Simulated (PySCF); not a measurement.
**How methods differ on the ionisation energy of Pm¹⁸⁺**

Pm¹⁸⁺ [Kr] 4d7 (4F) → Pm¹⁹⁺ [Kr] 4d6 (5D), as a difference of total energies. All numbers are calculated (PySCF 2.14, the spin-free X2C one-electron Hamiltonian (Gaussian nucleus), in an even-tempered Gaussian basis (20 s from 0.86 bohr⁻², ratio 2.5; 15 p from 1.1 bohr⁻², ratio 2.5; 10 d from 1.1 bohr⁻², ratio 2.5; 4 f from 6.7 bohr⁻², ratio 2.7; 4 g from 10 bohr⁻², ratio 2.7)). The calculations carry no spin-orbit coupling.

| method | ionisation energy (eV) |
| --- | --- |
| UHF | 534.20 |
| B3LYP | 535.83 |
| M06 | 535.43 |

Spin-orbit coupling is strong in these open shells (close to jj coupling). The scalar numbers leave it out and a first-order estimate fails, so it can dominate the gap to the real levels.

Breit and QED terms and the two-electron picture change are absent.

For comparison: 534 ± 3 eV (theoretical estimate listed by NIST; NIST Atomic Spectra Database, ionization energies).
